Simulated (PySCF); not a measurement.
## Ions at one geometry of [PbF3(NH3)]+

PySCF 2.14.0, RKS PBE0, Pb def2-SVP with ECP60, F def2-SVP, N def2-SVP, H def2-SVP; non-relativistic Hamiltonian with scalar-relativistic core potentials where named; density fitting; no spin-orbit coupling; singlets restricted, open shells unrestricted. The geometry is relaxed for charge +1, singlet, vacuum:

```xyz
8

Pb    0.0425   -0.0425    0.0425
F     1.2993    1.3391    0.7226
F    -1.3391   -0.7226    1.2993
F     0.7226   -1.2993   -1.3391
N    -1.2897    1.2897   -1.2897
H    -2.2842    1.0668   -1.1542
H    -1.1542    2.2842   -1.0668
H    -1.0668    1.1542   -2.2842
```

Energies count from the relaxed state; an electron taken off or put on is at rest in vacuum. Charges and spins are Mulliken's.

```json
{"state": "charge +1, singlet, vacuum", "energy (eV)": "0.00", "spin squared": "0.00", "charge on Pb1 (e)": "1.51", "spin on Pb1 (e)": "0.00", "dipole about the centre of mass (D)": "7.52"}
{"state": "charge 0, doublet, vacuum", "energy (eV)": "-8.11", "spin squared": "0.76", "charge on Pb1 (e)": "1.07", "spin on Pb1 (e)": "0.43", "dipole about the centre of mass (D)": "6.88"}
```

What does the state charge +2, doublet, vacuum give?

energy (eV) 18.84, spin squared 0.80, charge on Pb1 (e) 1.68, spin on Pb1 (e) -0.11, dipole about the centre of mass (D) 7.89.

With an electron taken off (doublet) the charges change, summed by element, by Pb +0.17 e, F +0.65 e, N +0.06 e, H +0.12 e. The vertical ionisation energy is 18.84 eV, against −ε(HOMO) = 16.55 eV of the relaxed state. The level lies 2.3 eV too high, as is usual for semilocal functionals and global hybrids, which keep a self-interaction error.

With an electron put on (doublet) the charges change, summed by element, by Pb -0.44 e, F -0.39 e, N -0.01 e, H -0.17 e. The vertical electron affinity is 8.11 eV, against −ε(LUMO) = 10.47 eV of the relaxed state.

Open shells may have lower solutions than those found.
